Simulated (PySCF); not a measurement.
C6H7ClO2 (charge +1 and doublet state).
Z-matrix (Å and degrees, GFN2-xTB geometry), rows numbered from 1:
```
C 
C   1  1.3477
Cl  2  1.7079  1  123.17
C   2  1.4889  1  121.48  3  -179.70
O   4  1.4087  2  116.22  1    -7.39
C   5  1.4315  4   93.04  2  -118.28
C   6  1.5093  5  115.09  4   119.41
C   6  1.5267  5   91.84  4     1.93
O   8  1.1690  4  135.34  2   -55.05
H   1  1.0780  2  121.71  3     5.09
H   1  1.0802  2  120.01  3  -179.06
H   4  1.0999  2  112.53  1   125.09
H   6  1.0990  5  111.15  4  -111.31
H   7  1.0890  6  111.72  5   -51.77
H   7  1.0912  6  107.99  5    66.47
H   7  1.0868  6  110.12  5  -173.81
```

The hyperfine couplings belong to this conformer and change with its torsions.

As a line formula: `[CH2+][C](Cl)[C@@H]1O[C@H](C)C1=O` [radical] (charge +1).

Computed with PySCF 2.14.0, UKS B3LYP, pcH-1 on C Cl H O, non-relativistic, mean-field spin-orbit, GIAO. Geometry: GFN2-xTB, one conformer, isolated ion. The geometry wasn't refined by DFT: couplings that depend on bond lengths, twists or pyramidal angles can differ widely from those at the functional's own minimum, by a factor of two or more for some ions and for spin on atoms past the first row. Stability of the SCF solution: not tested.

Principal values of hyperfine tensors in MHz (contact, dipolar and spin–orbit terms together), for some of the nuclei:

```json
{"atom": "H12", "isotope": "1H", "A1": "38.89", "A2": "42.35", "A3": "53.40"}
{"atom": "C8", "isotope": "13C", "A1": "-53.97", "A2": "-44.25", "A3": "-26.59"}
{"atom": "H15", "isotope": "1H", "A1": "33.96", "A2": "35.13", "A3": "38.61"}
{"atom": "C6", "isotope": "13C", "A1": "20.82", "A2": "21.67", "A3": "57.01"}
{"atom": "C1", "isotope": "13C", "A1": "-3.97", "A2": "-2.79", "A3": "100.93"}
{"atom": "H11", "isotope": "1H", "A1": "-42.75", "A2": "-30.40", "A3": "-9.64"}
{"atom": "C4", "isotope": "13C", "A1": "12.48", "A2": "12.61", "A3": "55.12"}
{"atom": "O9", "isotope": "17O", "A1": "-96.11", "A2": "19.85", "A3": "26.58"}
```

(1) Give the isotropic coupling of each nucleus in MHz and in mT (g = 2.0067), and the anisotropic part.

(2) What spin density at the nucleus of C4 lies behind its contact coupling (g_N = 1.40482)?

(3) H10 (1H, g_N = 5.58569) isn't in the table. Its spin density at the nucleus is -0.005924 bohr⁻³. What is its contact coupling?

(4) Which nucleus of the table has the largest anisotropic coupling, and what is its form?

(5) What first-order splitting does H12 cause when the field lies along A1, A2 or A3 of its tensor (g taken as isotropic, no quadrupole term)?

Answers

(1) a_iso = (A1 + A2 + A3)/3, Ti = Ai − a_iso; 1 mT corresponds to 28.086 MHz. The tensors hold a spin–orbit part: the run splits a_iso into a_FC + a_SO, and T includes its anisotropic share.

```csv
atom,a_iso (MHz),a_FC,a_SO,a_iso (mT),T1,T2,T3
H12,44.88,44.86,0.02,1.598,-5.99,-2.53,8.52
C8,-41.60,-41.55,-0.05,-1.481,-12.37,-2.64,15.01
H15,35.90,35.90,0.00,1.278,-1.94,-0.77,2.71
C6,33.16,33.19,-0.03,1.181,-12.35,-11.49,23.84
C1,31.39,31.62,-0.23,1.118,-35.36,-34.18,69.54
H11,-27.60,-27.58,-0.02,-0.983,-15.15,-2.80,17.96
C4,26.74,26.61,0.13,0.952,-14.26,-14.12,28.38
O9,-16.56,-16.59,0.03,-0.590,-79.55,36.41,43.14
```

(2) a_FC = 800.24 MHz bohr³ × g_N × ρ(0)/(2S). With a_FC = 26.61 MHz and 2S = 1, ρ(0) = 0.02367 bohr⁻³.

(3) By the same relation, a_FC = -26.5 MHz. Its full tensor has the principal values -42.47, -29.10, -7.96 MHz.

(4) O9: -79.6, 36.4, 43.1 MHz (the dipolar term alone has -79.5, 36.7, 42.9), rhombic: the two smaller values differ by 8 % of the largest.

(5) 2 lines (I = 1/2), spaced by |A_i|/(g × 13.996): 1.38, 1.51, 1.90 mT along the axes of A1, A2 and A3.

The SMILES draws the unpaired electron on C2; the largest computed Mulliken spin population is on C1 (0.44 against 0.02).
